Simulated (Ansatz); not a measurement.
A structure relaxed at PBE0-D4/def2-TZVP, charge 0, multiplicity 1:

```xyz
8

O     1.2345   -1.0093    0.4173
Si    0.0350   -0.0353   -0.0859
O    -1.2068   -0.9565   -0.5641
F     0.5441    0.8470   -1.3113
S    -0.5560    1.2715    1.4603
H     2.0711   -0.6090    0.6599
H    -1.0282   -1.6676   -1.1827
H    -1.0937    2.1592    0.6064
```

Give its formula and SMILES.

FH3O2SSi, `O[Si](O)(F)S`.

Summarise the bond lengths by kind.

2 × O–Si 1.618 to 1.625 Å; 2 × H–O 0.959 Å; 1 × F–Si 1.594 Å; 1 × S–Si 2.109 Å; 1 × H–S 1.344 Å.

All numbers were calculated with Ansatz.
